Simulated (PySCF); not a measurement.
**Excited states of Te⁶⁺ (tellurium, charge +6)**

Ground state [Kr] 4d10, ¹S. All numbers are calculated (PySCF 2.14, scalar relativity through the core potential, in aug-cc-pVTZ-PP with one added diffuse shell each of d, f type with ECP28MDF (6s5p5d3f, 67 functions)). Vertical excitation energies in eV without spin-orbit coupling; excited terms of each kind are numbered among those the solver found. Frozen: 4s2 4p6.

```csv
term,leading excitation,EOM-EE-CCSD
1 3D,4d → s,39.250
1 1D,4d → s,40.092
1 3P°,4d → p,52.167
1 3F°,4d → p,52.838
1 1F°,4d → p,53.323
1 1P°,4d → p,54.014
1 1D°,4d → p,54.022
1 3D°,4d → p,54.039
1 3G,4d → d,71.450
1 1G,4d → d,71.675
2 3D,4d → d,71.817
```

The spin-orbit splitting of the hole, absent here, rivals or exceeds the spacing of these terms, so the LS terms are model states.

The solver can miss terms.
